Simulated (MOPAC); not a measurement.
MOPAC input (PM3):

```
PM3 1SCF CHARGE=1 GEO-OK AUX(PRECISION=9) THREADS=1
C4H7S

C    -1.35905626 1    0.01835902 1    0.03901895 1
C    -0.71624194 1   -1.31982445 1   -0.17718476 1
C     0.60377648 1   -1.38249636 1   -0.10242708 1
C     1.34163003 1   -0.10986432 1    0.19196913 1
S     0.05325124 1    1.20711868 1    0.07169583 1
H    -2.04284101 1    0.33802487 1   -0.74704930 1
H    -1.86833395 1    0.10910994 1    1.00046800 1
H    -1.35345050 1   -2.17845589 1   -0.34269438 1
H     1.17161817 1   -2.29834124 1   -0.19969010 1
H     1.74563607 1   -0.06247434 1    1.20514092 1
H     2.13672810 1    0.13958705 1   -0.51034435 1
H     0.13797339 1    1.40160746 1   -1.26122153 1
```

From the output:

```
                                                       MOPAC v23.2.5 Linux

          FINAL HEAT OF FORMATION =        186.41949 KCAL/MOL =     779.97916 KJ/MOL

          COSMO AREA              =        119.99 SQUARE ANGSTROMS
          COSMO VOLUME            =        110.00 CUBIC ANGSTROMS

          IONIZATION POTENTIAL    =         15.277901 EV
          HOMO LUMO ENERGIES (EV) =        -15.278 -5.942
          NO. OF FILLED LEVELS    =         14
          MOLECULAR WEIGHT        =         87.1593         POINT GROUP:  Cs

          MOLECULAR DIMENSIONS (Angstroms)

            Atom       Atom       Distance
            H    10    H     6     4.28065
            H     8    H    12     3.94518
            H     7    H     9     3.10928

          SCF CALCULATIONS        =          1

   ATOM   CHEMICAL          X               Y               Z
  NUMBER   SYMBOL      (ANGSTROMS)     (ANGSTROMS)     (ANGSTROMS)

     1       C         -1.35905626  *   0.01835902  *   0.03901895  *
     2       C         -0.71624194  *  -1.31982445  *  -0.17718476  *
     3       C          0.60377648  *  -1.38249636  *  -0.10242708  *
     4       C          1.34163003  *  -0.10986432  *   0.19196913  *
     5       S          0.05325124  *   1.20711868  *   0.07169583  *
     6       H         -2.04284101  *   0.33802487  *  -0.74704930  *
     7       H         -1.86833395  *   0.10910994  *   1.00046800  *
     8       H         -1.35345050  *  -2.17845589  *  -0.34269438  *
     9       H          1.17161817  *  -2.29834124  *  -0.19969010  *
    10       H          1.74563607  *  -0.06247434  *   1.20514092  *
    11       H          2.13672810  *   0.13958705  *  -0.51034435  *
    12       H          0.13797339  *   1.40160746  *  -1.26122153  *

                             CARTESIAN COORDINATES

   1    C       -1.359056260     0.018359020     0.039018950
   2    C       -0.716241940    -1.319824450    -0.177184760
   3    C        0.603776480    -1.382496360    -0.102427080
   4    C        1.341630030    -0.109864320     0.191969130
   5    S        0.053251240     1.207118680     0.071695830
   6    H       -2.042841010     0.338024870    -0.747049300
   7    H       -1.868333950     0.109109940     1.000468000
   8    H       -1.353450500    -2.178455890    -0.342694380
   9    H        1.171618170    -2.298341240    -0.199690100
  10    H        1.745636070    -0.062474340     1.205140920
  11    H        2.136728100     0.139587050    -0.510344350
  12    H        0.137973390     1.401607460    -1.261221530

           Empirical Formula: C4 H7 S  =    12 atoms

      MOLECULAR POINT GROUP   :   Cs

                  EIGENVALUES
 -44.22075 -34.95638 -32.97156 -27.10209 -24.34932 -23.24935 -21.95572 -19.88157
 -19.85310 -19.15042 -19.00718 -18.04722 -16.65941 -15.27790  -5.94180  -5.65235
  -5.12634  -4.22630  -2.28351  -2.17382  -1.51533  -1.45788  -1.39947  -1.33164
  -0.49292   0.10594   0.54835

              NET ATOMIC CHARGES AND DIPOLE CONTRIBUTIONS

  ATOM NO.   TYPE          CHARGE      No. of ELECS.   s-Pop       p-Pop
    1          C          -0.156681        4.1567     1.18157     2.97511
    2          C          -0.132782        4.1328     1.19896     2.93383
    3          C          -0.132782        4.1328     1.19896     2.93383
    4          C          -0.156681        4.1567     1.18157     2.97511
    5          S           0.685501        5.3145     1.81541     3.49909
    6          H           0.124511        0.8755     0.87549
    7          H           0.141733        0.8583     0.85827
    8          H           0.166764        0.8332     0.83324
    9          H           0.166764        0.8332     0.83324
   10          H           0.141733        0.8583     0.85827
   11          H           0.124511        0.8755     0.87549
   12          H           0.027408        0.9726     0.97259
 DIPOLE           X         Y         Z       TOTAL
 POINT-CHG.     0.101     2.541     0.343     2.566
 HYBRID         0.028    -0.912    -1.267     1.561
 SUM            0.130     1.630    -0.924     1.878

          ATOMIC ORBITAL ELECTRON POPULATIONS

     Atom    s        px        py        pz
    1  C   1.18157   0.94730   0.91851   1.10930
    2  C   1.19896   0.95851   0.96442   1.01089
    3  C   1.19896   0.95101   0.97619   1.00662
    4  C   1.18157   0.96528   0.90200   1.10783
    5  S   1.81541   1.08329   1.27329   1.14250
    6  H   0.87549
    7  H   0.85827
    8  H   0.83324
    9  H   0.83324
   10  H   0.85827
   11  H   0.87549
   12  H   0.97259

 **********************
 *                    *
 * JOB ENDED NORMALLY *
 *                    *
 **********************

 == MOPAC DONE ==
```

The dipole moment of an ion depends on the origin.

The geometry given is a B3LYP-D3(BJ)/def2-TZVP minimum.
